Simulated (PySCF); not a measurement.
Vertical excitations of a molecule C3H9BO from TDDFT-M06-2X/def2-SVPD run with PySCF, as energy in eV (oscillator strength): 6.26 (0.001), 7.68 (0.005), 8.37 (0.132), 8.40 (0.012), 8.46 (0.006), 8.64 (0.028), 8.68 (0.006), 9.05 (0.041), 9.14 (0.001), 9.19 (0.002). Lowest triplet (TDA): 5.92 eV. Coordinates come from a r2SCAN-D4/def2-SVP optimisation. Other conformers were not sampled.

Problem. Pick the molecule that these values belong to.
A. CCBOC
B. CC(C)BO
C. CBOCC
D. BOC(C)C

Solution. A, CCBOC
